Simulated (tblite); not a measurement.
C3H9N3OSi2.
Numbering: `[N:1]#[C:2][CH2:3][Si@H:4]([NH:5][CH:6]=[O:7])[SiH2:8][NH2:9]` (hydrogens: H10, H11 on C3; H12 on Si4; H13 on N5; H14 on C6; H15, H16 on Si8; H17, H18 on N9)

Geometry (GFN2-xTB, Å), atoms numbered from 1 in this order:
```
atom  x, y, z in Å
N1    -1.036   -3.688    0.974
C2    -1.351   -2.711    0.466
C3    -1.714   -1.480   -0.150
Si4   -0.480   -0.103    0.397
N5    -1.248    1.303   -0.380
C6    -0.578    2.448   -0.234
O7     0.466    2.503    0.376
Si8    1.660   -0.443   -0.421
N9     2.692    0.432    0.630
H10   -1.688   -1.619   -1.232
H11   -2.738   -1.237    0.140
H12   -0.758    0.115    1.826
H13   -2.105    1.310   -0.908
H14   -1.033    3.336   -0.704
H15    1.720   -0.073   -1.858
H16    2.088   -1.843   -0.340
H17    3.692    0.392    0.518
H18    2.403    1.364    0.889
```

Level: GFN2-xTB in tblite, geometry and Hessian alike; calculated harmonic values, unscaled, isolated species. This tight-binding method is rough: wavenumbers can miss measured ones by several per cent, in bad cases by 10 to 20. Modes of hydrogen on silicon can be 10 to 20 % off. One conformer, not necessarily the lowest.

Harmonic wavenumbers (cm⁻¹): 38.0, 44.8, 55.6, 90.0, 117.3, 127.2, 144.1, 184.1, 199.8, 283.5, 292.4, 376.6, 417.7, 452.1, 477.1, 546.0, 562.2, 567.4, 603.8, 637.1, 684.2, 697.2, 707.1, 750.9, 780.1, 818.2, 844.8, 924.8, 934.7, 1023.6, 1078.4, 1152.4, 1163.7, 1340.3, 1377.1, 1415.6, 1504.1, 1725.9, 2057.1, 2184.2, 2230.9, 2402.5, 2801.3, 2967.9, 2975.0, 3453.3, 3459.5, 3497.3.

A = 1558, B = 818.8, C = 585.0 MHz; mass 159.028 u (most abundant isotopes); point group C1, symmetry number 1.

Q: What is the zero-point energy?

A: Half the sum of the wavenumbers: 26584 cm⁻¹ = 318.02 kJ/mol.

Q: Give the ideal-gas entropy at 273.15 K and 1 bar in the rigid-rotor, harmonic-oscillator model (classical rotation).

A: Translation 170.26, rotation 126.29, vibration 166.66: S = 463.2 J/(mol K).

Q: And Cp and H(273.15 K) − H(0)?

A: Cp = 187.11 J/(mol K), of which vibrations give 153.85 (their classical limit is 48 R = 399.1); H(273.15 K) − H(0) = 31.91 kJ/mol without the zero-point energy, 22.83 from vibrations.

Q: Blend soft modes into free rotors: weight 1/[1 + (100 cm⁻¹/ν̃)⁴] for the oscillator and the rest for a rotor with moment μB/(μ + B), μ = h/(8π²ν), B = 10⁻⁴⁴ kg m². What vibrational entropy results?

A: 148.89 J/(mol K) in place of 166.66, which changes −T·S at 273.15 K by +4.85 kJ/mol.

Q: Which modes carry the vibrational entropy at 273.15 K?

A: 38.0 cm⁻¹: 21.70; 44.8 cm⁻¹: 20.34; 55.6 cm⁻¹: 18.55; 90.0 cm⁻¹: 14.60; 117.3 cm⁻¹: 12.45; 127.2 cm⁻¹: 11.80 J/(mol K); the other 42 give 67.21 together.

Q: How do the functions run with temperature in this model?

A: 
| T (K) | S (J/(mol K)) | Cp (J/(mol K)) | H − H(0) (kJ/mol) | G − H(0) (kJ/mol) | ln q(vib) |
| --- | --- | --- | --- | --- | --- |
| 100 | 324.9 | 100.8 | 6.83 | -25.66 | 3.21 |
| 200 | 410.5 | 152.1 | 19.48 | -62.62 | 7.24 |
| 300 | 481.3 | 198.7 | 37.09 | -107.29 | 10.97 |
| 500 | 599.5 | 264.1 | 83.92 | -215.81 | 17.83 |
| 800 | 737.1 | 320.8 | 172.45 | -417.25 | 26.77 |
| 1000 | 811.5 | 345.1 | 239.17 | -572.29 | 31.97 |

q(vib) and H(0) count from the zero-point level.

Q: What must be added to the electronic energy to get the Gibbs energy at 273.15 K and 1 bar?

A: ZPE + [H(273.15 K) − H(0)] − T·S = 318.02 + 31.91 − 126.52 = 223.41 kJ/mol.

Hindered rotation and anharmonicity are outside this model. Other conformers, if any are populated, would add a mixing term that is left out. The structure is chiral; the term R ln 2 for an equal mix with its mirror image is left out.

Hardware: one thread of an Intel Xeon at 2.50 GHz, no GPU, shared host with 64 logical CPUs at a one-minute load of 63. Cost: 2.8 s of wall time. This covers the Hessian and the dipole derivatives.
